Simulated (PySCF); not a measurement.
This PySCF input asks for the NMR shieldings of SMILES CC#[N+][BH2-]OCC(=O)CC, C₆H₁₂BNO₂; the geometry comes from GFN2-xTB.

```python
import basis_set_exchange as bse
import numpy as np
from pyscf import gto, dft
from pyscf.prop import nmr

atoms = """
C    -2.043974    1.512495   -0.780650
C    -1.810585    0.106922   -0.789611
N    -1.636858   -1.028848   -0.781972
B    -1.112909   -2.396992   -0.238147
O     0.184171   -2.124998    0.340342
C     0.258106   -1.232024    1.406000
C     0.662206    0.165679    0.955747
O     0.164204    1.168295    1.419131
C     1.721517    0.180735   -0.114510
C     2.073529    1.580676   -0.594579
H    -1.490450    1.938331    0.060364
H    -3.107492    1.708283   -0.648914
H    -1.701828    1.964922   -1.710868
H    -0.993154   -3.118313   -1.165357
H    -1.978174   -2.679987    0.542488
H    -0.683054   -1.168592    1.971401
H     1.043018   -1.581713    2.095329
H     1.358127   -0.451388   -0.928246
H     2.602649   -0.319935    0.292891
H     1.199490    2.072413   -1.015286
H     2.850024    1.538091   -1.353838
H     2.431026    2.185334    0.235869
"""
names = dict.fromkeys(["C", "N", "B", "O", "H"], "pcSseg-1")
basis = {el: gto.basis.parse(bse.get_basis(n, elements=[el], fmt="nwchem")) for el, n in names.items()}
mol = gto.M(atom=atoms, basis=basis, charge=0, verbose=0)
mf = dft.RKS(mol, xc="PBE0")
mf.grids.level = 2
mf.grids.alignment = dft.numint.BLKSIZE   # the property module wants whole blocks of grid points
mf.conv_tol = 1e-9
mf.kernel()

calc = nmr.RKS(mf)   # GIAO
C = mf.mo_coeff
Co = C[:, mf.mo_occ > 0]
resp = mf.gen_response(singlet=True, hermi=2)
def vind(x):   # induced exchange potential for any number of trial vectors
    d = np.einsum("pi,xij,qj->xpq", C, 2 * x.reshape(-1, C.shape[1], Co.shape[1]), Co, optimize=True)
    return np.einsum("xpq,pi,qj->xij", resp(d - d.transpose(0, 2, 1)), C, Co, optimize=True).ravel()
mo1, _ = nmr.rhf.solve_mo1(calc, with_cphf=vind)
sigma = calc.kernel(mo1)
for i, s in enumerate(sigma):   # ppm
    w = np.linalg.eigvalsh((s + s.T) / 2)
    print("%2d %-2s iso %8.1f  s11 %8.1f  s22 %8.1f  s33 %8.1f" % (i, mol.atom_pure_symbol(i), w.mean(), *w))
```

Task: What are the results?

Result: 
```
 0 C  iso    184.6  s11    174.3  s22    178.9  s33    200.7
 1 C  iso     54.1  s11    -42.6  s22    -28.7  s33    233.6
 2 N  iso     26.8  s11   -129.7  s22   -117.4  s33    327.7
 3 B  iso    111.5  s11    102.9  s22    103.8  s33    127.9
 4 O  iso    272.4  s11    228.5  s22    244.8  s33    343.8
 5 C  iso    104.6  s11     80.2  s22    106.9  s33    126.8
 6 C  iso    -48.6  s11   -127.5  s22   -114.3  s33     96.0
 7 O  iso   -305.2  s11   -911.2  s22   -380.8  s33    376.4
 8 C  iso    151.0  s11    125.7  s22    153.6  s33    173.6
 9 C  iso    177.8  s11    173.3  s22    177.3  s33    182.7
10 H  iso     28.4  s11     22.3  s22     28.0  s33     34.9
11 H  iso     29.5  s11     24.5  s22     26.8  s33     37.2
12 H  iso     29.7  s11     25.6  s22     27.1  s33     36.4
13 H  iso     29.0  s11     25.8  s22     28.5  s33     32.8
14 H  iso     28.6  s11     24.7  s22     28.8  s33     32.3
15 H  iso     27.9  s11     25.5  s22     27.2  s33     31.1
16 H  iso     27.1  s11     24.3  s22     25.5  s33     31.5
17 H  iso     27.8  s11     23.1  s22     26.9  s33     33.5
18 H  iso     29.2  s11     24.1  s22     30.0  s33     33.5
19 H  iso     31.1  s11     26.4  s22     30.3  s33     36.7
20 H  iso     30.7  s11     26.1  s22     28.3  s33     37.8
21 H  iso     30.4  s11     26.5  s22     27.8  s33     37.0
```

These numbers come from an equivalent density-fitted implementation of the same equations, which agrees with the script to about 0.01 ppm for H and up to a few tenths of a ppm for heavy atoms, so last digits may differ.

Size and cost of the density-fitted run: 230 basis functions, 3.2 min wall time on 1 thread of an Intel Xeon, shared host; peak memory 1.1 GiB.
